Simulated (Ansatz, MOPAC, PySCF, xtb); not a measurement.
Ligands exchanged one at a time, B I-H. All species are isolated molecules in the gas phase. Strings in code marks are SMILES.

Quantity: redistribution energy (mixed species minus the weighted end members), in kcal/mol. Semi-empirical values (MOPAC) are differences of heats of formation.

Level 1: PBE-D3(BJ)/def2-TZVP // CAM-B3LYP-D3(BJ)/def2-TZVP (PySCF)
Level 2: HF/def2-TZVPP // CAM-B3LYP-D3(BJ)/def2-TZVP (Ansatz, a program for electronic structure)
Level 3: GFN2-xTB (xtb)
Level 4: PM7 // CAM-B3LYP-D3(BJ)/def2-TZVP (MOPAC)

```tsv
species	level 2	level 3	level 4
1 of 3 I replaced by H: `B(I)I`	-4.55	-7.97	-2.87
2 of 3 I replaced by H: `BI`	-4.66	-7.91	-2.40
```

What does level 1 give for each?


- 1 of 3 I replaced by H: `B(I)I`: -3.39
- 2 of 3 I replaced by H: `BI`: -3.42
